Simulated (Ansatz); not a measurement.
ClCuF3P, SMILES `F[P+](F)(F)[Cu-][Cl]`, 6 atoms. Total charge 0; spin multiplicity 1. For Cu the d shell is correlated and the shells below it are frozen. Scalar relativity is left out up to krypton. All runs use 4 threads of an Arm Neoverse V2 on a shared host. Correlated methods freeze the cores.

Q: How many basis functions does each run have, and how long does it take in Ansatz? RKS ωB97M-V/def2-QZVPP energy; RKS PBE0-D4/def2-TZVP frequencies; direct RPA on PBE orbitals with 3s3p of Cu, Zn/def2-TZVPP energy; RKS PBE-D4/def2-TZVPP energy and forces; RHF-CCSD(T) with 3s3p of Cu, Zn/def2-SVP energy; RKS PBE0-D4/def2-QZVPP energy; RKS ωB97M-V/def2-SVP energy; RKS PBE0-D4/def2-TZVP relaxation (5 steps); RKS CAM-B3LYP-D4/def2-TZVPP energy; RHF-CCSD(T) with 3s3p of Cu, Zn/def2-TZVPP energy; RKS ωB97M-V/def2-TZVPP energy and forces; RKS PBE0-D4/def2-SVP energy. (Estimate.)

A: Computed: Other jobs shared the machine, so times are rough.

| level | job | functions | wall time | peak host memory (GiB) |
| --- | --- | --- | --- | --- |
| RKS PBE0-D4/def2-SVP | energy | 109 | 1.1 s | 0.26 |
| RKS PBE-D4/def2-TZVPP | energy and forces | 241 | 2.2 s | 0.36 |
| RKS CAM-B3LYP-D4/def2-TZVPP | energy | 241 | 3.8 s | 0.97 |
| RKS ωB97M-V/def2-SVP | energy | 109 | 5.5 s | 0.38 |
| RHF-CCSD(T) with 3s3p of Cu, Zn/def2-SVP | energy | 109 | 6.5 s | 0.48 |
| direct RPA on PBE orbitals with 3s3p of Cu, Zn/def2-TZVPP | energy | 241 | 7 s | 0.59 |
| RKS PBE0-D4/def2-QZVPP | energy | 411 | 8 s | 1.8 |
| RKS ωB97M-V/def2-TZVPP | energy and forces | 241 | 11 s | 1.1 |
| RKS ωB97M-V/def2-QZVPP | energy | 411 | 17 s | 2 |
| RKS PBE0-D4/def2-TZVP | relaxation (5 steps) | 212 | 21 s | 0.72 |
| RKS PBE0-D4/def2-TZVP | frequencies | 212 | 94 s | 0.72 |
| RHF-CCSD(T) with 3s3p of Cu, Zn/def2-TZVPP | energy | 241 | 3.6 min | 4.7 |
